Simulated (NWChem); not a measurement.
# AlHOF$_{2}$; SMILES [OH][Al]([F])[F]

```xyz
5

Al     0.0243    -0.0348     0.0000
F     -0.8271     1.3974     0.0000
F      1.6855     0.0272     0.0000
O     -0.7329    -1.5556     0.0000
H     -1.6985    -1.6460     0.0000
```
Atoms are numbered in this order, from 1.

Results from NWChem. Coordinates come from a PBE-D3(BJ)/def2-SVP optimisation. Vzz is the largest principal value of the second derivative of the potential at the nucleus (NWChem prints the opposite sign); η is the asymmetry. Non-relativistic.

Task: What does the run give for Hartree-Fock/cc-pVTZ? Quantities: Vzz Al1 (a.u.); η Al1; Vzz O4 (a.u.); η O4.

Result: 
```json
{
  "Vzz Al1 (a.u.)": "1.109",
  "η Al1": "0.23",
  "Vzz O4 (a.u.)": "1.392",
  "η O4": "0.19"
}
```
